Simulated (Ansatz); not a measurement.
Mulliken charges of H4O2Se2Ti (`[OH][Ti]([OH])([SeH])[SeH]`) from B3LYP/def2-TZVPP in Ansatz (PBE0-D4/def2-TZVP geometry).

| atom | x (Å) | y (Å) | z (Å) | charge (e) |
| --- | --- | --- | --- | --- |
| O1 | 0.186 | 0.919 | -1.296 | -0.469 |
| Ti2 | 0.301 | -0.138 | 0.118 | 0.751 |
| O3 | 1.939 | -0.511 | 0.661 | -0.454 |
| Se4 | -0.888 | -2.207 | -0.378 | -0.164 |
| Se5 | -0.688 | 0.966 | 2.047 | -0.154 |
| H6 | -0.025 | 1.820 | -1.540 | 0.201 |
| H7 | 2.858 | -0.337 | 0.455 | 0.195 |
| H8 | -1.583 | -1.530 | -1.484 | 0.050 |
| H9 | -2.011 | 0.971 | 1.402 | 0.043 |

Q: By hand: the dipole of these point charges (1 e Å = 4.8032 D).

A: Σ q r = (-0.103, 0.176, -0.092) e Å, of length 0.224 e Å = 1.08 D.

Q: How does the dipole of the full density compare? (An estimate is asked.)

A: The calculation gave: (0.289, 0.451, -0.370) e Å, 3.13 D; the point charges give 0.35 times that, at 55° from its direction.

Point charges leave out the atoms' own dipoles, such as those of lone pairs, and Mulliken's split depends on the basis, so the two needn't agree.

B3LYP here is the variant with VWN-RPA as its local correlation; programs differ in this.
